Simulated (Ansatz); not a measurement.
SnCl4⁻. Total charge -1; doublet. Geometry B3LYP-D4/def2-SVPD; atoms count from 1.

```xyz
5

Sn    0.000    0.000    0.000
Cl    2.081    1.446    0.146
Cl   -1.422    0.353    2.072
Cl    0.675   -2.441   -0.156
Cl   -1.334    0.642   -2.061
```

In the def2 sets Sn takes a core potential; there is no spin–orbit coupling.

Question: Estimate the Mulliken populations from the PBE0/def2-TZVPD orbitals of Ansatz.

Answer: 
```tsv
atom	charge (e)	spin (α − β)
Sn1	1.01	0.37
Cl2	-0.50	0.16
Cl3	-0.50	0.16
Cl4	-0.50	0.16
Cl5	-0.50	0.16
```
Mulliken values depend strongly on the basis. With diffuse functions, as here, like atoms can get unlike values, and bond orders can come out too low or too high.

Question: Where does the spin sit?

Answer: Summed by element: Sn 0.37, Cl 0.63, of 1 unpaired in all. Largest on single atoms: Sn1 0.37, Cl2 0.16, Cl3 0.16.

Question: And the Mayer bond orders between heavy atoms (over 0.3)?

Answer: Sn1–Cl2 0.67 (2.54 Å); Sn1–Cl3 0.67 (2.54 Å); Sn1–Cl4 0.67 (2.54 Å); Sn1–Cl5 0.67 (2.54 Å).
